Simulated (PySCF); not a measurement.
A calculated (PBE0, PySCF 2.14, aug-cc-pCVTZ-DK with one added diffuse shell each of s, p, d, f type, scalar relativity by spin-free X2C-1e) atom or ion has these occupied shells.

```tsv
shell	electrons	orbital energy (eV)	rms radius, mean of both spins (bohr)
1s α	1	-2791.7	0.105
1s β	1	-2791.2	0.105
2s α	1	-275.22	0.482
2s β	1	-274.81	0.482
2p α	3	-211.86	0.453
2p β	3	-211.20	0.453
3s α	1	-35.970	1.60
3s β	1	-32.452	1.60
3p α	3	-22.033	1.85
3p β	1	-19.940	1.85
```

(1) Name the element and its charge.

## Answers

(1) Cl⁺ (chlorine, charge +1), in [Ne] 3s2 3p4, high-spin 3P determinant.
